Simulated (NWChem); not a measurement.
## Basis-set convergence for CH4O2Si

```xyz
8

O     -1.3741     1.1089     0.0000
C     -1.3590    -0.0930     0.0000
O     -0.2476    -0.8373     0.0000
Si     1.3012    -0.0803     0.0000
H     -2.2663    -0.7337     0.0000
H      1.4692     0.7367    -1.2280
H      1.4692     0.7367     1.2280
H      2.2383    -1.2295     0.0000
```
Charge 0, spin multiplicity 1.

All runs are NWChem calculations. All single points use one geometry, from B3LYP/def2-SVP, a minimum by its harmonic frequencies. It is one conformer; others weren't searched.

Quantity: LUMO energy at the level B3LYP.

B3LYP has NWChem's definition, with VWN1-RPA local correlation. The Pople sets run with spherical d functions. The structure started from a generated list of species.

| basis | functions | LUMO energy (eV) |
|---|---|---|
| STO-3G | 28 | 3.44 |
| 3-21G | 48 | 0.00 |
| 6-31G* | 68 | -0.20 |
| cc-pVDZ | 80 | -0.27 |
| pcseg-1 | 80 | [?] |
| 6-31+G* | 84 | [?] |
| 6-311G** | 104 | -0.45 |
| def2-SVPD | 122 | [?] |
| 6-311++G** | 124 | -0.76 |
| aug-pcseg-1 | 132 | -0.77 |

Task: Some entries are withheld; supply them.

Result: 
- pcseg-1, LUMO energy (eV): -0.53
- 6-31+G*, LUMO energy (eV): -0.67
- def2-SVPD, LUMO energy (eV): -0.79
